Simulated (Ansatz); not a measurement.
Breaking the Ga1–H2 bond in BrGaH2 (SMILES [GaH2][Br]) (multiplicity 1 held, fragments rigid). Energies count from the point at 1.557 Å.
Geometry at that point (charge 0, multiplicity 1):
```json
[
 {"atom": "Ga", "x (Å)": "-0.6273", "y (Å)": "-0.9764", "z (Å)": "0.1564"},
 {"atom": "H", "x (Å)": "-0.0705", "y (Å)": "-1.9594", "z (Å)": "1.2286"},
 {"atom": "H", "x (Å)": "-1.8960", "y (Å)": "-1.1018", "z (Å)": "-0.7382"},
 {"atom": "Br", "x (Å)": "0.6118", "y (Å)": "0.9523", "z (Å)": "-0.1525"}
]
```

Signs of static correlation in cc-pVDZ, with CASSCF(2,2), from Ansatz (a program for electronic structure) runs.

```
R (Å)  T1 of restricted CCSD  ⟨S²⟩ of UHF  largest double amplitude of restricted CCSD  weight of the CASSCF reference in MRCISD  CASSCF natural occupations
-----  ---------------------  -----------  -------------------------------------------  ----------------------------------------  --------------------------
1.246                  0.011        0.000                                        0.033                                     0.918                   1.99 0.01
1.402                  0.011        0.000                                        0.040                                     0.918                   1.98 0.02
1.557                  0.011        0.000                                        0.045                                     0.918                   1.98 0.02
1.713                  0.011        0.000                                        0.034                                     0.918                   1.97 0.03
1.869                  0.012        0.000                                        0.041                                     0.918                   1.95 0.05
2.103                  0.014        0.000                                        0.105                                     0.917                   1.92 0.08
2.336                  0.016        0.323                                        0.174                                     0.917                   1.88 0.12
2.726                    ___        0.752                                        0.297                                     0.917                   1.75 0.25
3.115                  0.039        0.912                                          ___                                     0.916                   1.57 0.43
3.582                  0.056        0.979                                        0.612                                     0.916                   1.36 0.64
4.205                  0.070        1.003                                        0.794                                     0.916                   1.17 0.83
4.984                  0.075        1.008                                        0.911                                     0.916                   1.06 0.94
```

### Question
What belongs in the gaps?

### Answer

- 2.726, T1 of restricted CCSD: 0.025
- 3.115, largest double amplitude of restricted CCSD: 0.438

Doubts at one or more of the structures used: a restricted determinant that unrestricted orbitals would lower (R-CCSD(T)/cc-pVDZ); other coupled-cluster roots lie near (R-CCSD(T)/cc-pVDZ); T1 above 0.05 (R-CCSD(T)/cc-pVDZ, U-CCSD(T)/cc-pVDZ); a spin-contaminated determinant (U-CCSD(T)/cc-pVDZ).
